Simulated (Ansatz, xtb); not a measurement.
**Relative energy of two isomers of C4H3BrN2O**

Structure I: `O=Cc1cc(Br)n[nH]1`, a singlet. Structure II: `O=Cn1cc(Br)cn1`, a singlet. Both are isolated molecules in the gas phase, relaxed with B3LYP/def2-SVP, each in the lowest conformer that the search found.

I (Å):

```yaml
atoms:
  - { symbol: C, position_ang: [-1.5594, 0.7930, 0.5232] }
  - { symbol: C, position_ang: [-0.1494, 0.6843, 0.9078] }
  - { symbol: C, position_ang: [0.7419, -0.3863, 0.9522] }
  - { symbol: C, position_ang: [1.9417, 0.1978, 1.4134] }
  - { symbol: Br, position_ang: [3.5789, -0.6779, 1.7116] }
  - { symbol: N, position_ang: [1.8148, 1.5047, 1.6358] }
  - { symbol: N, position_ang: [0.5521, 1.7757, 1.3261] }
  - { symbol: O, position_ang: [-2.1684, 1.8412, 0.5555] }
  - { symbol: H, position_ang: [-2.0380, -0.1615, 0.1962] }
  - { symbol: H, position_ang: [0.5555, -1.4249, 0.6928] }
  - { symbol: H, position_ang: [0.1809, 2.7180, 1.4058] }
```

II (Å):

```xyz
11

C    -1.4845    2.6727   -0.9850
C    -0.1690    1.2511    0.5874
C     1.1492    0.8618    0.5918
C     1.7283    1.4587   -0.5726
Br    2.0177   -0.2229    1.8523
N    -0.3155    2.0327   -0.5342
N     0.8360    2.1599   -1.2398
O    -2.5350    2.6026   -0.4106
H    -1.2836    3.2321   -1.9239
H    -1.0015    1.0540    1.2571
H     2.7588    1.3847   -0.9190
```

Question: Which of the two would you expect CCSD(T)/def2-SVP + ΔMP2/def2-TZVPP electronic energies to favour?

Answer: Structure II; the calculation gives E(II) − E(I) = −0.124 eV.

How the difference moves with the method:

| level | geometry | E(II) − E(I) (eV) | departure from the last row (eV) | job, with rough time for the two |
| --- | --- | --- | --- | --- |
| GFN2-xTB | GFN2-xTB | −0.366 | −0.242 | optimisation, 0.13 s |
| HF/STO-3G | GFN2-xTB | −0.191 | −0.068 | single point, 0.8 s |
| r2SCAN-D4/def2-SVP | GFN2-xTB | −0.075 | +0.049 | single point, 7.8 s |
| B3LYP/def2-SVP | B3LYP/def2-SVP | −0.103 | +0.021 | optimisation, 61 s |
| HF/def2-SVP | B3LYP/def2-SVP | −0.267 | −0.143 | part of the CCSD(T) run |
| MP2/def2-SVP | B3LYP/def2-SVP | −0.074 | +0.049 | part of the CCSD(T) run |
| CCSD(T)/def2-SVP | B3LYP/def2-SVP | −0.168 | −0.044 | single point |
| CCSD(T)/def2-SVP + ΔMP2/def2-TZVPP | B3LYP/def2-SVP | −0.124 |  | single point, 3.6 min |

As drawn, II has 1 C–N, 1 C–H in place of 1 C–C, 1 N–H.

The levels shown agree on the order. The largest departure from CCSD(T)/def2-SVP + ΔMP2/def2-TZVPP is that of GFN2-xTB, 0.242 eV. The last row adds to CCSD(T) the change of the MP2 difference between the two basis sets, here +0.044 eV.

With thermal terms from frequencies at re-optimised GFN2-xTB minima (ideal gas, soft modes damped towards free rotors, one conformer each, 298.15 K, 1 atm): on the last row, ΔE + ΔZPE = −0.124, ΔH = −0.128, ΔG = −0.121 eV.

The correlated steps freeze 16 core orbitals; the filled d shell of Br is correlated, in a basis made for valence electrons. Codes used: Ansatz 0.2.0, xtb 6.7.1; the last row on 2 threads of Arm Neoverse V2 on a shared host.
